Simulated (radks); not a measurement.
Values are calculated unless marked as measured or tabulated.
Problem. Pr3+, 56 electrons, occupied as [Kr] 4d10 4f2 5s2 5p5 6s1 (not the ground configuration). Code: a radial shooting solver on a logarithmic mesh with Libxc functionals. Model: Dirac Kohn-Sham, PBE, spin-unpolarised, spherical densities, point nucleus; open shells fill j = l - 1/2 first.

Spin-orbit splittings of the eigenvalues, e(l+1/2) - e(l-1/2), with zeta = 2 splitting/(2l+1) and mean radii in bohr:

shell  occ.  splitting (eV)  zeta (eV)  <r> j=l-1/2  <r> j=l+1/2
2p        6           482.2      321.5      0.08605      0.09236
3p        6           95.53      63.69       0.2617       0.2740
3d       10           20.58      8.233       0.2452       0.2491
4p        6           20.68      13.79       0.6387       0.6662
4d       10           3.654      1.461       0.7169       0.7266
4f        2               ?          ?       0.9842       0.9925
5p        5           3.282      2.188        1.602        1.672

Estimate the 4f splitting.

Solution. 0.4111 eV (zeta = 0.1174 eV).
